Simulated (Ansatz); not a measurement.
`CN[SiH2][GaH2]` → `[SiH3][GaH2]` + `C=N`  (β-hydride elimination)

Isolated molecules relaxed with PBE0-D4/def2-TZVP in Ansatz; ΔE leaves out vibrations. CCSD(T)/CBS adds triple-zeta CCSD(T) − MP2 to the extrapolated MP2 energy (def2 sets, frozen cores). This one scheme is used for every species. DFT in def2-TZVPP. B3LYP here is the variant with VWN-RPA as its local correlation; programs differ in this. HSE06 is defined as in plane-wave codes. For Ga outer-core shells are correlated without core-valence functions, which leaves a few kJ/mol of doubt a bond. Scalar relativity is left out up to krypton. Each species was taken in one conformer, which may not be the lowest.

Task: Is it downhill or uphill in electronic energy at CCSD(T)/CBS, and by how much? (Best estimate.)

Result: The calculation gave: Uphill: ΔE = +161.8 kJ/mol.

Task: What do these levels give: B97M-V, r2SCAN0-D4, HSE06-D4, ωB97M-V, B2PLYP, B3LYP, r2SCAN0, HF/def2-TZVPP, MP2/def2-TZVPP, CCSD/def2-TZVPP, CCSD(T)/def2-TZVPP, MP2/def2-QZVPP? (An estimate is asked.)

Result: Ansatz gave: B97M-V 159.1, r2SCAN0-D4 177.6, HSE06-D4 174.1, ωB97M-V 164.1, B2PLYP 152.0, B3LYP 142.2, r2SCAN0 174.6, HF/def2-TZVPP 137.8, MP2/def2-TZVPP 169.9, CCSD/def2-TZVPP 154.5, CCSD(T)/def2-TZVPP 153.8, MP2/def2-QZVPP 174.8 kJ/mol.

Largest T1 diagnostic among the species: 0.013.

Leaving LDA and LC-ωPBE aside and taking each functional with its dispersion term where it has one, the values, not all of them listed here, spread over 34.1 kJ/mol, from BLYP-D4 to r2SCAN0-D4. LDA lies +49.6 kJ/mol from PBE without D4. The D4 term adds +14.8 kJ/mol with B3LYP and +8.1 kJ/mol with PBE0; it sums over pairs of atoms, weighted by their polarisabilities, and B3LYP, whose exchange is more repulsive, gets the larger term. From BLYP to BHLYP (50 % exact exchange), in def2-TZVPP and without D4, ΔE moves by +34.4 kJ/mol.
